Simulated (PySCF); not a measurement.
Al(H)(Cl)(NH2) (AlClH₃N), SMILES [AlH]([Cl])[NH2]. Atoms are numbered in the order given.

```xyz
6

Al    -0.5734    -0.4954     0.0000
H     -2.1272    -0.7219     0.0000
Cl     0.2242     1.4456     0.0000
N      0.5595    -1.8371     0.0000
H      1.5623    -1.7453     0.0000
H      0.2909    -2.8077     0.0000
```
Charge 0, spin multiplicity 1.

Geometry optimised at PBE0-D3(BJ)/def2-TZVP. Other conformers were not sampled.

Vertical ionisation energy (IE) and electron affinity (EA) in eV. Rows of orbital energies are one-electron estimates. Where ΔSCF, EOM or ADC give a negative EA the extra electron is unbound and the value depends on the basis.

```
level                                         IE     EA
------------------------------------------  ----  -----
−ε(HOMO), −ε(LUMO), PBE/def2-TZVPD (PySCF)  6.49   1.33
ADC(2)/aug-cc-pVDZ (PySCF)                  9.49  -0.55
```

### Question
Beyond the first one, list the lowest photoelectron lines from ADC(2)/aug-cc-pVDZ run with PySCF with their pole strengths (two spins summed). (Estimate from the structure and the level; the computed values follow.)

### Answer
11.17 eV (1.82), 11.65 eV (1.81), 12.22 eV (1.84), 12.93 eV (1.78), 15.14 eV (1.78).
